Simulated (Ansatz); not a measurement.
Z-matrix (Å, degrees):
```
Ti
O 1 1.8062
H 2 0.9719 1 127.71
O 1 1.8127 2 113.42 3 113.15
H 4 0.9724 1 126.04 2 21.61
O 1 1.8144 2 109.46 3 -7.80
H 6 0.9717 1 125.49 2 -112.85
N 1 1.8910 2 107.56 3 -127.34
H 8 1.0238 1 124.88 2 -145.95
H 8 1.0240 9 109.62 1 -170.19
```
Charge 0, multiplicity 1.

The numbers are results of Ansatz (a quantum-chemistry and plane-wave program) with frozen-core CCSD(T)/def2-TZVPP // TPSS-D3(BJ)/def2-SVP, not measurements.

```
Quantity                        Result
----------------------  --------------
HF energy               -1130.66799 Ha
MP2 correlation energy     -1.38673 Ha
```

Task: Estimate the CCSD correlation energy, the (T) correction, the total energy and the T1 diagnostic.

Result: 
| Property | Result |
|---|---|
| CCSD correlation energy | -1.38946 Ha |
| (T) correction | -0.06765 Ha |
| CCSD(T) total energy | -1132.12509 Ha |
| T1 diagnostic | 0.024 |
